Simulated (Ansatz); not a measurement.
```yaml
atoms:
  - { symbol: C, position_ang: [0.0000, -0.0406, -0.5353] }
  - { symbol: N, position_ang: [0.0000, -0.0652, 0.6275] }
  - { symbol: H, position_ang: [0.0000, 0.8132, 0.9736] }
  - { symbol: H, position_ang: [0.0000, -0.9157, -1.0482] }
  - { symbol: H, position_ang: [0.0000, 0.8024, -1.1065] }
```

Basis set: def2-TZVP (spherical functions). Left uncorrelated: 2 orbitals. Charge 0, multiplicity 1.

Computed with Ansatz (development build ahead of 0.2.0); each method stands on the lowest determinant of its kind that the runs found. Restricted open shells among the atoms or ions are ROHF, correlated in semicanonical orbitals with singles.

Q: Give the atomization energy at this shape (free ground-state atoms in the same class of orbitals less the molecule, no zero-point energy) of singlet CH3N by RHF-MP2, RHF.

A:

| method | atomization energy |
| --- | --- |
| RHF-MP2 | 403.24 kcal/mol |
| RHF | 289.07 kcal/mol |

Caution: no unrestricted run beside it, a lower state can exist; the shape is not the minimum.
